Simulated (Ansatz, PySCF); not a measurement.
Gas-phase reaction (SMILES): BrBBr [dibromoborane] + O (H2O) → OB(Br)Br [dibromoborinic acid] + [H][H] (H2); water cleaves one B-H bond, a model of a ligand-exchange step.

Structures are relaxed separately at B3LYP-D3(BJ)/def2-TZVP in Ansatz (a first-principles code), one conformer each, not searched for the lowest. Cores are frozen in the correlated levels unless marked. Spin-orbit coupling is left out. The frozen core is the preceding noble-gas configuration, with the filled d and f shells of earlier blocks. No relativistic terms. CBS(X,Y): correlation extrapolated as X^-3; Hartree-Fock from the larger set. Thermal terms are rigid-rotor harmonic-oscillator values from B3LYP-D3(BJ) frequencies (Ansatz or PySCF) at 298.15 K and 1 atm. 1 Eh = 627.5095 kcal/mol.

| species | E, CCSD(T)/CBS(aug-cc-pVTZ,aug-cc-pVQZ) (Ansatz) (Eh) | E, wB97X-V/def2-TZVPD (Ansatz) (Eh) | H - E (Eh) |
|---|---|---|---|
| BrBBr | -5170.81651 | -5173.35204 | 0.01851 |
| O (H2O) | -76.37513 | -76.43464 | 0.02495 |
| OB(Br)Br | -5246.05805 | -5248.65579 | 0.02594 |
| [H][H] (H2) | -1.17444 | -1.17238 | 0.01336 |

**Question.** Work out ΔE and ΔH at 298.15 K at the first level, then ΔH at the second.

**Answer.** 
1. ΔE = [(-5246.05805) + (-1.17444)] - [(-5170.81651) + (-76.37513)] = -0.04085 Eh = -25.6 kcal/mol at CCSD(T)/CBS(aug-cc-pVTZ,aug-cc-pVQZ).
2. The terms H - E add up to -0.00416 Eh, so ΔH = (-0.04085 + (-0.00416))×627.5095 = -28.2 kcal/mol.
3. At wB97X-V/def2-TZVPD the same steps give ΔE = -26.0 and ΔH = -28.6 kcal/mol, a shift of -0.4 from the first level.
4. These values are not checked against measurement here, since the tables used lack a sound gas-phase enthalpy of formation for at least one species.
